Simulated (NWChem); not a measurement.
System: InAsH$_{4}$; SMILES [AsH2][InH2]

Input file for NWChem:

```
start job
memory heap 200 mb stack 900 mb global 1100 mb
geometry units angstroms noautoz
  In    -0.058710     1.142421    -0.009416
  As    -0.132720    -1.460568     0.080376
  H      0.731860    -1.575734    -1.171600
  H     -1.434239    -1.498328    -0.715233
  H      1.457150     1.934435    -0.302235
  H     -1.506024     2.040965     0.320695
end
basis spherical
  * library sto-3g
end
dft
  xc pbe0
  iterations 150
  mulliken
end
task dft energy
```

Excerpt of the output:

```
             Northwest Computational Chemistry Package (NWChem) 7.3.0
             --------------------------------------------------------

 CS  symmetry detected

                             Geometry "geometry" -> ""
                             -------------------------

 Output coordinates in angstroms (scale by  1.889725989 to convert to a.u.)

  No.       Tag          Charge          X              Y              Z
 ---- ---------------- ---------- -------------- -------------- --------------
    1 In                  49.0000     0.01138191     1.04206568     0.00000000
    2 As                  33.0000     0.04105562    -1.56335392     0.00000000
    3 H                    1.0000    -1.00690233    -1.62260338     1.10750243
    4 H                    1.0000    -1.00690233    -1.62260338    -1.10750243
    5 H                    1.0000     0.05062778     1.88733405     1.51490841
    6 H                    1.0000     0.05062778     1.88733405    -1.51490841

 Effective nuclear repulsion energy (a.u.)     408.3272063380

      Symmetry information
      --------------------

 Group name             Cs
 Group number              2
 Group order               2
 No. of unique centers     4

                                 NWChem DFT Module
                                 -----------------

 Summary of "ao basis" -> "ao basis" (spherical)
 ------------------------------------------------------------------------------
       Tag                 Description            Shells   Functions and Types
 ---------------- ------------------------------  ------  ---------------------
 In                          sto-3g                 11       27   5s4p2d
 As                          sto-3g                  8       18   4s3p1d
 H                           sto-3g                  1        1   1s

      Symmetry analysis of basis
      --------------------------

        a'         34
        a"         15

            General Information
            -------------------
          SCF calculation type: DFT
          Wavefunction type:  closed shell.
          No. of atoms     :     6
          No. of electrons :    86
           Alpha electrons :    43
            Beta electrons :    43
          Charge           :     0
          Spin multiplicity:     1
          Use of symmetry is: on ; symmetry adaption is: on
          Maximum number of iterations: 150
          AO basis - number of functions:    49
                     number of shells:    23
          Convergence on energy requested:  1.00D-06
          Convergence on density requested:  1.00D-05
          Convergence on gradient requested:  5.00D-04

              XC Information
              --------------
                         PBE0 Method XC Functional
                     Hartree-Fock (Exact) Exchange  0.250
          PerdewBurkeErnzerhof Exchange Functional  0.750
            Perdew 1991 LDA Correlation Functional  1.000 local
           PerdewBurkeErnz. Correlation Functional  1.000 non-local

             Grid Information
             ----------------
          Grid used for XC integration:  medium
          Radial quadrature: Mura-Knowles
          Angular quadrature: Lebedev.
          Tag              B.-S. Rad. Rad. Pts. Rad. Cut. Ang. Pts.
          ---              ---------- --------- --------- ---------
          In                  1.55      123           8.0       590
          As                  1.15      112          10.0       590
          H                   0.35       45          11.0       434
          Grid pruning is: on
          Number of quadrature shells:   325
          Spatial weights used:  Erf1

      Superposition of Atomic Density Guess
      -------------------------------------

 Sum of atomic energies:       -7893.84335721

      Non-variational initial energy
      ------------------------------

 Total energy =   -7893.550072
 1-e energy   =  -11797.672014
 2-e energy   =    3495.794736
 HOMO         =      -0.100881
 LUMO         =       0.206741

      Symmetry analysis of molecular orbitals - initial
      -------------------------------------------------

  Numbering of irreducible representations:

     1 a'          2 a"

  Orbital symmetries:

     1 a'          2 a'          3 a'          4 a"          5 a'
     6 a'          7 a'          8 a"          9 a'         10 a'
    11 a'         12 a"         13 a'         14 a'         15 a"
    16 a'         17 a"         18 a'         19 a'         20 a'
    21 a"         22 a'         23 a'         24 a'         25 a"
    26 a'         27 a'         28 a"         29 a'         30 a'
    31 a"         32 a'         33 a'         34 a'         35 a"
    36 a'         37 a'         38 a"         39 a'         40 a"
    41 a'         42 a"         43 a'         44 a'         45 a'
    46 a"         47 a'         48 a'         49 a"

     ---------------------------------------------
      Total Density - Mulliken Population Analysis
     ---------------------------------------------

    Atom       Charge   Shell Charges
 -----------   ------   -------------------------------------------------------
    1 In  49    48.26   2.00  2.00  6.00  2.00  5.99  2.01  5.97  1.19  1.16 10.00  9.94
    2 As  33    33.15   2.00  2.00  6.00  2.00  5.96  1.77  3.43  9.99
    3 H    1     1.04   1.04
    4 H    1     1.04   1.04
    5 H    1     1.25   1.25
    6 H    1     1.25   1.25

   convergence    iter        energy       DeltaE   RMS-Dens  Diis-err
 ---------------- ----- ----------------- --------- --------- ---------
 d= 0,ls=0.0,diis     1  -7897.3217394645 -8.31D+03  1.75D-02  1.71D-01
 d= 0,ls=0.0,diis     2  -7897.3552155588 -3.35D-02  5.89D-03  1.46D-02
 d= 0,ls=0.0,diis     3  -7897.3582410306 -3.03D-03  1.99D-03  3.24D-03
 d= 0,ls=0.0,diis     4  -7897.3591113135 -8.70D-04  1.76D-04  1.51D-05
 d= 0,ls=0.0,diis     5  -7897.3591149706 -3.66D-06  4.87D-05  2.02D-06
 d= 0,ls=0.0,diis     6  -7897.3591155302 -5.60D-07  3.43D-06  5.81D-09

         Total DFT energy =    -7897.359115530177
      One electron energy =   -11787.369817370804
           Coulomb energy =     3723.191441960049
    Exchange-Corr. energy =     -241.507946457413
 Nuclear repulsion energy =      408.327206337991

 Numeric. integr. density =       86.000054682283

                  Occupations of the irreducible representations
                  ----------------------------------------------

                     irrep           alpha         beta
                     --------     --------     --------
                     a'               30.0         30.0
                     a"               13.0         13.0

                       DFT Final Molecular Orbital Analysis
                       ------------------------------------

 Vector   41  Occ=2.000000D+00  E=-2.052438D-01  Symmetry=a'
              MO Center=  1.3D-01, -3.6D-01,  1.1D-14, r^2= 3.3D+00
   Bfn.  Coefficient  Atom+Function         Bfn.  Coefficient  Atom+Function
  ----- ------------  ---------------      ----- ------------  ---------------
    38      0.494293  2 As px                37      0.447441  2 As s
    25      0.440498  1 In d  0              16     -0.269184  1 In py
    46     -0.250769  3 H  s                 47     -0.250769  4 H  s
    27      0.219807  1 In d  2              34     -0.166523  2 As px
    20     -0.161685  1 In d  0              23      0.151025  1 In d -2

 Vector   42  Occ=2.000000D+00  E=-1.873102D-01  Symmetry=a"
              MO Center=  2.0D-03,  1.3D+00, -1.1D-14, r^2= 2.2D+00
   Bfn.  Coefficient  Atom+Function         Bfn.  Coefficient  Atom+Function
  ----- ------------  ---------------      ----- ------------  ---------------
    24      0.629056  1 In d -1              17     -0.467945  1 In pz
    48     -0.319269  5 H  s                 49      0.319269  6 H  s
    19     -0.230689  1 In d -1              13      0.207705  1 In pz
    46      0.107403  3 H  s                 47     -0.107403  4 H  s
     9     -0.073594  1 In pz                40      0.066817  2 As pz

 Vector   43  Occ=2.000000D+00  E=-1.470583D-01  Symmetry=a'
              MO Center=  1.2D-01, -9.6D-01, -3.8D-15, r^2= 3.4D+00
   Bfn.  Coefficient  Atom+Function         Bfn.  Coefficient  Atom+Function
  ----- ------------  ---------------      ----- ------------  ---------------
    39      0.597843  2 As py                37     -0.427853  2 As s
    16     -0.394186  1 In py                38     -0.332451  2 As px
    25      0.232712  1 In d  0              35     -0.195121  2 As py
    12      0.164476  1 In py                48     -0.150274  5 H  s
    49     -0.150274  6 H  s                 14      0.138403  1 In s

 Vector   44  Occ=0.000000D+00  E= 6.256484D-02  Symmetry=a'
              MO Center= -7.4D-02,  9.3D-01, -4.4D-16, r^2= 2.7D+00
   Bfn.  Coefficient  Atom+Function         Bfn.  Coefficient  Atom+Function
  ----- ------------  ---------------      ----- ------------  ---------------
    15      1.029257  1 In px                11     -0.347879  1 In px
    37     -0.133940  2 As s                  7      0.123788  1 In px
    46      0.123423  3 H  s                 47      0.123423  4 H  s
    39      0.118479  2 As py                38     -0.090244  2 As px
    14     -0.069356  1 In s                  3     -0.048356  1 In px

 Vector   45  Occ=0.000000D+00  E= 1.876811D-01  Symmetry=a'
              MO Center=  1.5D-01,  8.5D-02,  6.0D-15, r^2= 3.7D+00
   Bfn.  Coefficient  Atom+Function         Bfn.  Coefficient  Atom+Function
  ----- ------------  ---------------      ----- ------------  ---------------
    14      0.945258  1 In s                 39     -0.788450  2 As py
    48     -0.440328  5 H  s                 49     -0.440328  6 H  s
    16     -0.415520  1 In py                37     -0.278614  2 As s
    35      0.201378  2 As py                27     -0.166364  1 In d  2
    38     -0.163031  2 As px                10     -0.160527  1 In s

[...]
```

Level: PBE0/STO-3G, non-relativistic. The geometry was optimised at PBE0/def2-SVP (def2 core potentials past Kr).
